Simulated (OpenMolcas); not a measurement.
An OpenMolcas run meant for neutral potassium (ANO-R1, X2C; inactive shells 1s 2s 2p 3s 3p; intended active space 1 electron in 9 orbitals (3d 4s 4p)). One step of its input:

```
&RASSCF
FileOrb=start.orb
Symmetry=1
Spin=3
nActEl=1 0 0
Inactive=3 6
Ras2=6 3
CIRoot=6 6 1
SDav=6
CIMx=300
Iter=60 100
PrWF=0.3
OrbListing=Nothing
MaxOrb=0
Atom
CIOnly
>>> COPY $Project.JobIph JOB001
```

Lines from the output:

```
--- SEWARD ---
Basis set label: K.ANO-R...4S3P1D.

      Electronic valence basis set:
      ------------------
      Associated Effective Charge  19.000000 au
      Associated Actual Charge     19.000000 au
      Nuclear Model: Finite nucleus - Gaussian distribution
        Gaussian exponent, Xi/bohr**(-2):  3.62281E+08

      Shell  nPrim  nBasis  Cartesian Spherical Contaminant
         s      19       4        X
         p      12       3        X
         d       6       1                 X
                  Relativistic X2C integrals
                  Atomic mean-field integrals
--- RASSCF ---

 Nr of active orbitals     NAC=   9
 Spin degeneracy         ISPIN=   3
 There can be no such wave function.
 ************************************************
--- Stop Module: rasscf at  /rc=_RC_INPUT_ERROR_ ---
.####################.
.# User input error #.
.####################.
```

Task: What is wrong with the input?

Result: The spin multiplicity does not fit the number of active electrons: an even count needs an odd multiplicity and the reverse.
